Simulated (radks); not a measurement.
Problem. Spherical quantum dot in the effective-mass picture: electrons in a parabolic well V = omega^2 r^2 / 2 with omega = 4.58, with a point charge +1 (a donor) at the centre, all in effective atomic units (hartree* = m*/eps^2 hartree, bohr* = eps/m* bohr), one dielectric constant everywhere. Method: non-relativistic Kohn-Sham, exchange-only LDA, spin-polarised, spherical densities; computed with a radial shooting solver with Libxc functionals. Levels are named by radial order and angular momentum (1s, 1p, 1d, 2s, ...), and open shells are averaged over m. At N = 20 the configuration is 1s2 1p6 1d10 2s2. Does electron 21 go into 1f up or 2p up?

Solution. Into 1f up. The total energies of the other choices lie higher by 0.339 hartree* (2p up).
